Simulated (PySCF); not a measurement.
SMILES [CH3][Zn][SeH], B3LYP/def2-SVP optimised geometry. Atoms within 1.6 Å of the plane z = 1.0 Å (x, y, z in Å): Zn1 (-0.21, -0.02, 0.00), C2 (-0.26, 1.94, 0.00), H4 (0.16, 2.34, 0.93), H5 (-1.30, 2.29, -0.10), Se6 (-0.18, -2.34, 0.00), H7 (1.30, -2.34, 0.00).

Computed with PySCF with B3LYP/def2-TZVP.

Map of the Laplacian of the electron density (e/bohr⁵), clipped to [-1.50, 1.50] on the plane z = 1.0 Å:

```
|%%%%%%%%%%%%%%%%%%%%%%%%%%%%%%%|
|%%%%%%%%%%%%%%%%%%%%%%%%%%%%%%%|
|%%%%%%%%%%%%%%%%%%%%%%%%%%%%%%%|
|%%%%%%%%%%%%%%%%%%%%%%%%%%%%%%%|
|%%%%%%%%%%%%%%%%%%%%%%%%%%%%%%%|
|%%%%%%%%%%%%%%@@@%%%%%%%%%%%%%%|
|%%%%%%%%%%%%%@@@@@%%%%%%%%%%%%%|
|%%%%%%%%%%%%@@@  @@%%%%%%%%%%%%|
|%%%%%%%%%%%%@@@**@@%%%%%%%%%%%%|
|%%%%%%%%%%%%@@@@@@%%%%%%%%%%%%%|
|%%%%%%%%%%%%@@@@@@%%%%%%%%%%%%%|
|%%%%%%%%%%%%%%@@%%%%%%%%%%%%%%%|
|%%%%%%%%%%%%%%%%%%%%%%%%%%%%%%%|
|%%%%%%%%%%%%%%@@%%%%%%%%%%%%%%%|
|%%%%%%%%%%%%%@@@@%%%%%%%%%%%%%%|
|%%%%%%%%%%%%@@@@@%%%%%%%%%%%%%%|
|%%%%%%%%%%%%%@@@@%%%%%%%%%%%%%%|
|%%%%%%%%%%%%%%@@%%%%%%%%%%%%%%%|
|%%%%%%%%%%%%%%%%%%%%%%%%%%%%%%%|
|%%%%%%%%%%%%%%%%%%%%%%%%%%%%%%%|
|%%%%%%%%%%%%%%%%%%%%%%%%%%%%%%%|
|%%%%%%%%%%%%%@%@@@%%%%%%%%%%%%%|
|%%%%%%%%%%%%@%%%@@%%%%%%%%%%%%%|
|%%%%%%%%%%%%@%%%@@%%%%%%%%%%%%%|
|%%%%%%%%%%%%@@%%@@%%%%%%%%%%%%%|
|%%%%%%%%%%%%%@@@@%%%%%%%%%%%%%%|
|%%%%%%%%%%%%%%%%%%%%%%%%%%%%%%%|
|%%%%%%%%%%%%%%%%%%%%%%%%%%%%%%%|
|%%%%%%%%%%%%%%%%%%%%%%%%%%%%%%%|
|%%%%%%%%%%%%%%%%%%%%%%%%%%%%%%%|
|%%%%%%%%%%%%%%%%%%%%%%%%%%%%%%%|
```
Scale: ten equal steps from -1.50 (start of ' ') to 0.219 (end of '@'), in the order ' .:-=+*#%@'; x runs from -4.50 to 4.50, y from -4.50 (bottom) to 4.50 (top).
